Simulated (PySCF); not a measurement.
SMILES S([SiH2]F)[SiH](F)F, B3LYP/def2-SVP optimised geometry.

```
9

Si    -0.58    -2.08    -0.81
F     -1.97    -2.22     0.02
S     -0.41    -0.10    -1.67
Si     0.35     0.98     0.00
F      1.97     0.98     0.00
F     -0.09     0.23     1.37
H     -0.65    -2.99    -1.98
H      0.54    -2.37     0.10
H     -0.12     2.37     0.00
```

Density from B3LYP/def2-TZVP (PySCF) at that geometry.

Minimum of the electron density along straight lines between bonded atoms, close to the bond critical point (lines longer than 1.1 times the sum of covalent radii, or with two minima, are not listed):

```tsv
bond	length / Å	ρ at the minimum / e bohr⁻³	∇²ρ there / e bohr⁻⁵	position (fraction from the first atom)
Si1–F2	1.622	0.132	0.89	0.42
Si1–S3	2.162	0.096	0.06	0.36
S3–Si4	2.129	0.105	0.06	0.64
Si4–F5	1.614	0.135	0.92	0.42
Si4–F6	1.618	0.134	0.90	0.42
Si1–H7	1.480	0.127	0.13	0.49
Si1–H8	1.479	0.128	0.13	0.49
Si4–H9	1.472	0.132	0.11	0.49
```
